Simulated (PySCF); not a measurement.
C₆ coefficients of unlike pairs at B97-3

Calculated with PySCF 2.14 from the dipole response of each species, C₆(A,B) = (3/π) ∫ α_A(iu) α_B(iu) du, in atomic units, from isotropic polarisabilities. For ions this is the dispersion term alone; charge-induced terms of lower order in 1/R come first.

```
species           configuration                                                                 basis      relativity  α (bohr³)  C₆ (like pair)
   Pt²⁺      [Xe] 4f14 5d8 (3F)                             aug-cc-pVTZ-PP with ECP60MDF (6s6p5d3f2g)  core potential      9.417           61.04
    Ru⁺           [Kr] 4d7 (4F)                               aug-cc-pVDZ-PP with ECP28MDF (5s5p4d2f)  core potential      14.08           86.07
   Te³⁺  [Kr] 4d10 5s2 5p1 (2P)  def2-QZVPPD with the def2 core potential (28 electrons) (8s7p5d4f1g)  core potential      10.49           55.45
```

Estimate C₆ for Ru⁺ with Pt²⁺.

The integral gives 71.71. The combination rule 2 C_A C_B / (C_A α_B/α_A + C_B α_A/α_B) gives 70.61 and the geometric mean 72.49.

No spin-orbit coupling is included.

The other pairs:

| pair | C₆ |
| --- | --- |
| Te³⁺, Pt²⁺ | 57.58 |
| Te³⁺, Ru⁺ | 68.94 |
